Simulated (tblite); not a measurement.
Compound: C6H9N.
Bonds: C1–C2 (double), C2–C3, C3–N4 (triple), C2–C5, C5–C6, C5–C7. Hydrogens: H8, H9 on C1; H10 on C5; H11, H12, H13 on C6; H14, H15, H16 on C7.

Computed with GFN2-xTB (tblite), gas phase: nudged elastic band of 9 images (0 to 8), spring 0.2 eV/Å², climbing image at the end, force threshold 0.05 eV/Å. No saddle search or frequency run followed, so the top image need not be a first-order saddle, and its height can exceed the method's true barrier by a kcal/mol or more.

Path: rotation about C2–C5 (fully substituted alkene carbon, allylic carbon), followed by the dihedral C3–C2–C5–C7, from -61° to 67°. Start geometry (image 0):
```
atom  x, y, z in Å
C1      2.111   -0.637   -0.358
C2      1.028    0.003    0.075
C3      1.166    1.096    0.966
N4      1.268    1.981    1.688
C5     -0.386   -0.351   -0.313
C6     -1.040    0.833   -1.026
C7     -1.184   -0.745    0.932
H8      3.103   -0.348   -0.053
H9      2.034   -1.471   -1.036
H10    -0.348   -1.206   -0.998
H11    -2.053    0.576   -1.330
H12    -1.086    1.696   -0.365
H13    -0.473    1.107   -1.913
H14    -2.198   -1.023    0.654
H15    -1.232    0.088    1.631
H16    -0.718   -1.591    1.434
```

The first guess turns that dihedral rigidly in even steps and adds one set of random displacements (0.04 Å standard deviation a coordinate) to every inner image. Energies of the images above image 0 (eV) in the early part of the optimisation:

```csv
iteration,1,2,3,4,5,6,7,8
0,1.618,1.644,1.656,1.640,1.608,1.571,1.558,0.042
10,0.068,0.098,0.129,0.151,0.166,0.160,0.134,0.042
20,0.048,0.081,0.112,0.133,0.146,0.137,0.108,0.042
30,0.021,0.053,0.082,0.103,0.114,0.104,0.076,0.042
40,0.016,0.047,0.076,0.098,0.109,0.098,0.070,0.042
```

Q: Where does the band end, and how far was the first guess from it?

A: Final energies, images 1 to 8: 0.012, 0.039, 0.066, 0.089, 0.100, 0.086, 0.058, 0.042 eV. The highest point drops from 1.66 eV (image 3) to 0.100 eV (image 5), by 1.56 eV. Image 5 moved by 0.06 Å rms, its dihedral from 13° to 18°. The end images are fixed. The true force on the top image ends at 0.038 eV/Å, and the largest on any image at 0.05 eV/Å; away from the top, the method drives only the force across the path to zero. The last saved iteration is 70.

The cost below is that of the whole band run. Time: 8.4 s; peak memory 0.18 GiB. Hardware: an Intel Xeon Platinum 8259CL at 2.50 GHz with one thread (shared host).
